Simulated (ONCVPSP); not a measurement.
## What one change does to a pseudopotential (Mg, ONCV)

```
Element                 : magnesium
Generator               : ONCVPSP 4.0.1
Type                    : optimised norm-conserving Vanderbilt (ONCV)
Functional              : LDA (Perdew-Zunger)
Relativity              : scalar-relativistic
Frozen core             : [Ne]
Valence charge          : 2
Reference configuration : 3s1 (charge +1)
Partial waves           : 3s: rc 2.00 bohr, ncon 3, nbas 7, qcut 3.5 1/bohr, 2 projectors, debl 2.1 Ha; p scattering state at 0.08 Ha: rc 2.10 bohr, ncon 4, nbas 9, qcut 3.6 1/bohr, 3 projectors, debl 3.7 Ha; d scattering state at 0.03 Ha: rc 1.60 bohr, ncon 4, nbas 8, qcut 5.1 1/bohr, 2 projectors, debl 3.4 Ha
Local potential         : polynomial inside 1.10 bohr (lpopt 1, dvloc0 1 Ha)
Core correction         : polynomial model core, fcfact 0.65
```

In the p channel the program set the typed energies aside and used 0.050, 3.750, 7.450 Ha.

All-electron outer shells of the reference configuration (LDA (Perdew-Zunger), scalar-relativistic, ld1.x):

| shell | level (eV) | outermost node (bohr) | outermost maximum (bohr) |
| --- | --- | --- | --- |
| 2p | -55.81 | – | 0.48 |
| 3s | -11.53 | 0.90 | 2.35 |

Change: all radii but the core radius scaled by about 1.18 (s 2.36, p 2.48, d 1.88 bohr); local potential polynomial inside 1.30 bohr (lpopt 1, dvloc0 1 Ha).

Cutoffs: the cutoffs (Ha) at which the residual kinetic energy of the hardest occupied pseudo-wave falls to 1 and 0.1 mHa per electron; they do not see the model core or the augmentation charge, which bear on the density cutoff. Errors are all-electron minus pseudo energies relative to the spin-unpolarised reference configuration.

Problem. What does the change do?

Solution. The potential gets softer (4.4 Ha and 5.8 Ha → 4.1 Ha and 5.4 Ha); of the 4 tests that both files solve, the error grows in 2 and shrinks in 1 by more than 15 % and 0.3 meV (median size 2.2 → 1.6 meV); neither file shows a bound ghost. A larger radius leaves more room for a smooth pseudo-wave, so fewer plane waves are needed.

```csv
quantity,base,changed
"cutoff, loose",4.4 Ha,4.1 Ha
"cutoff, tight",5.8 Ha,5.4 Ha
bound ghosts,none,none
GHOST(+) flags under 300 eV,s at 84.3 eV,s at 94.1 eV
"error for 3s2, meV [ΔE -8.07 eV]",-0.5,-1.7
"error for 3s1.5, meV [ΔE -4.88 eV]",-0.2,-0.7
"error for 3s1 3p1, meV [ΔE -4.55 eV]",+9.3,+8.9
"error for 3s0 3p1, meV [ΔE 4.39 eV]",+3.8,+1.5
"rms error of d²Exc/dni dnj with the model core, mHa",0.66,0.45
```

Base: The cutoffs count occupied waves only; projector 3 of the p channel, the hardest unoccupied one, needs 87 Ha at the loose tolerance. Changed file: The cutoffs count occupied waves only; projector 2 of the d channel, the hardest unoccupied one, needs 46 Ha at the loose tolerance.
